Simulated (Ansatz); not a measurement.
System: AsH2, charge 0, multiplicity 2. SMILES: [AsH2]
Structure (B3LYP-D3(BJ)/def2-TZVP (Ansatz, a program for electronic structure) minimum search):
```
As
H 1 1.5300
H 1 1.5300 2 90.76
```
Charge 0, spin multiplicity 2.

Property: vertical electron affinity to the singlet, in eV. Conventions: LANL2DZ with its own core potentials from Na on; each state is the SCF solution reached for its charge and spin; dispersion terms only where a functional's name holds one; no spin-orbit coupling; non-relativistic; open shells spin-unrestricted; six Cartesian d functions in 6-31G* and its kin unless marked 5d. First-principles rows: single points at B3LYP-D3(BJ) geometries (Ansatz). Sets without +, aug- or the D of def2-TZVPD hold no diffuse functions, which anions need.

| level | program | vertical electron affinity to the singlet (eV) |
|---|---|---|
| B3LYP/STO-3G | Ansatz | -3.80 |
| B3LYP/3-21G | Ansatz | 0.48 |
| B3LYP/6-31G* | Ansatz | 0.81 |
| B3LYP/6-31G* with LANL2DZ past Ar | Ansatz | 0.74 |
| B3LYP/def2-TZVPD | Ansatz | 1.02 |

No value to compare with is used here. The 4 habitual levels span -3.80 (B3LYP/STO-3G) to 0.81 eV (B3LYP/6-31G*); B3LYP/def2-TZVPD gives 1.02.

The sets are all those run for this method; runs whose electronic state is in doubt are left out.
